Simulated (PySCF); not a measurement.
CHCl, SMILES [CH]Cl at its CAM-B3LYP/def2-SVP optimised geometry (Å):

```
3

C     -0.7266    -0.5455     0.0000
Cl     0.9650    -0.5455     0.0000
H     -0.9650     0.5455     0.0000
```

Method: CAM-B3LYP/def2-TZVP (PySCF). Cells within 0.4 Å of a nucleus heavier than hydrogen are left out (blank, or x).

Map of the electron localisation function on the plane z = 0.0 Å:

```
|000000000000000000000000000|
|000000000000000000000000000|
|000000000000000000000000000|
|000000000000000000000000000|
|000000012210000000000000000|
|000002467752000000000000000|
|000026899985100000111000000|
|000148999997200001333210000|
|000168999998300014565431000|
|000169999999400146777642100|
|000158999999511368888764200|
|000037999999512578998875210|
|000025899999534789999875310|
|000124789998656754689875210|
|001235777xx367740xx28875210|
|012467884xxx6881xxx06764210|
|025789997xxx6882xxx06764210|
|1478999997x577751x048864200|
|147999999998655777899864200|
|048999999998524689999864200|
|037999999997312578998864100|
|015899999985101368888753100|
|003799999973000146777642000|
|000368999751000024555320000|
|000025777520000012332100000|
|000001233200000000110000000|
|000000000000000000000000000|
```
Scale: ten equal steps from 0.000 (start of '0') to 1.000 (end of '9'), in the order '0123456789'; x runs from -3.00 to 3.00, y from -3.00 (bottom) to 3.00 (top).
